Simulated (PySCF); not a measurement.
C7H14F2Si.
Numbering: `[CH3:1][C@@:2]1([F:3])[CH2:4][CH2:5][SiH2:6][CH2:7][C@@H:8]([F:9])[CH2:10]1`

Structure used (GFN2-xTB), in Å, numbered top down from 1:
```
atom  x, y, z in Å
C1     2.7119   -0.3804    0.0105
C2     1.2285   -0.2919   -0.3509
F3     1.1466   -0.4326   -1.7391
C4     0.4698   -1.4684    0.2720
C5    -1.0023   -1.5827   -0.1285
Si6   -2.1717   -0.3583    0.7377
C7    -1.8431    1.4155    0.1279
C8    -0.5819    1.5329   -0.7065
F9    -0.4278    2.8717   -1.0621
C10    0.6934    1.0985    0.0208
H11    2.8456   -0.2201    1.0761
H12    3.2726    0.3736   -0.5368
H13    3.1063   -1.3584   -0.2550
H14    0.9869   -2.3785   -0.0459
H15    0.5621   -1.3984    1.3570
H16   -1.0777   -1.4949   -1.2130
H17   -1.3325   -2.5940    0.1153
H18   -3.5593   -0.7290    0.4419
H19   -1.9306   -0.4349    2.1871
H20   -1.7528    2.1025    0.9710
H21   -2.6810    1.7743   -0.4713
H22   -0.6808    1.0037   -1.6603
H23    0.5443    1.1389    1.1004
H24    1.4617    1.8307   -0.2405
```

NICS = −σ at a ghost point: NICS(0) at the centroid of the ring atoms, NICS(1) 1 Å to either side along the normal of their mean plane, zz for the tensor component along that normal. Level: GIAO PBE0/pcSseg-1 (PySCF, non-relativistic, gas phase) on the GFN2-xTB geometry, one conformer.

Ring bond lengths (Å), with Mayer bond orders in brackets: C2–C4 1.532 (0.98), C4–C5 1.530 (1.04), C5–Si6 1.902 (0.91), Si6–C7 1.904 (0.88), C7–C8 1.517 (1.03), C8–C10 1.531 (0.99), C10–C2 1.535 (0.97).

**Question.** What do the NICS probes read (ppm)?

**Answer.** 
```json
{"ring": "C2–C4–C5–Si6–C7–C8–C10", "type": "7-membered ring with Si; formal bonds all single", "NICS(0)": "-3.0", "NICS(1), two faces": "-2.3 / -2.9", "NICS(1)zz, two faces": "3.3 / 5.1", "rms pucker (Å)": "0.33", "centre to ring atoms, mean (Å)": "1.76"}
```

**Question.** What do they say, and how far can they be read as aromaticity?

**Answer.** 
- C2–C4–C5–Si6–C7–C8–C10: mean NICS(1)zz 4.2 ppm, deshielded. C2, C4, C5, Si6, C7, C8, C10 have four or more neighbours; no verdict on aromaticity is drawn.

**Question.** What field does 1 T along the ring normal induce along that normal at the first NICS(1) probe listed for ring C2–C4–C5–Si6–C7–C8–C10, 1 Å off the ring?

**Answer.** NICSzz × B0 = 3.3 ppm × 1 T = 3 μT, along the applied field.

**Question.** List the ring angles and the Hirshfeld charges of the ring atoms.

**Answer.** 
- C2–C4–C5–Si6–C7–C8–C10: C2 115.1° (+0.113 e), C4 115.3° (-0.078 e), C5 115.1° (-0.162 e), Si6 110.4° (+0.345 e), C7 113.1° (-0.172 e), C8 114.2° (+0.061 e), C10 115.6° (-0.088 e); sum 798.7° against 900° for a flat convex ring.

Time: 2.3 min of wall time (grids of density and orbitals included); peak memory 1.2 GiB. Hardware: an Arm Neoverse N1 with one thread, shared host with 64 logical CPUs at a one-minute load of 61. This is the whole shielding run at PBE0/pcSseg-1, SCF included.
